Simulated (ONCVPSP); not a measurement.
# An all-electron radial function and its pseudo partner (cadmium)

Columns: radius, all-electron u(r) and pseudo u(r) of the 4d shell (level -11.73 eV) of cadmium in the configuration [Ar] 3d10 4s2 4p6 4d10 5s2; PBE, scalar-relativistic, ONCV scheme, ONCVPSP 4.0.1.

```tsv
r (bohr)	all-electron	pseudo
0.095	-0.2223	0.0031
0.190	-0.4709	0.0237
0.285	-0.3963	0.0748
0.380	-0.1210	0.1624
0.475	0.2002	0.2848
0.570	0.4823	0.4327
0.665	0.6949	0.5911
0.760	0.8351	0.7415
0.855	0.9130	0.8664
0.950	0.9427	0.9529
1.045	0.9381	0.9959
1.140	0.9106	0.9970
1.235	0.8689	0.9627
1.330	0.8189	0.9018
1.425	0.7652	0.8253
1.520	0.7105	0.7451
1.615	0.6566	0.6712
1.710	0.6048	0.6084
1.805	0.5556	0.5559
1.900	0.5095	0.5095
1.995	0.4666	0.4666
2.090	0.4269	0.4269
2.185	0.3903	0.3903
2.280	0.3567	0.3566
2.375	0.3258	0.3257
2.470	0.2975	0.2974
```

(1) How many radial nodes do the two functions have?

(2) At about which radius was the pseudo-wave matched?

(3) Where does each function peak?

(4) Is the pseudo-wave norm-conserving?

Results:

(1) The all-electron 4d function has n − l − 1 = 1; the pseudo-wave has 0, since the states of the same l below it are removed with the core.

(2) 1.90 bohr, where the columns begin to agree (steps of 0.10 bohr).

(3) Outermost all-electron maximum near 0.95 bohr, pseudo maximum near 1.14 bohr (to the table’s step).

(4) Yes: the ONCV scheme keeps the norm inside the radius equal to the all-electron one, which fixes the energy derivative of the logarithmic derivative at the level.
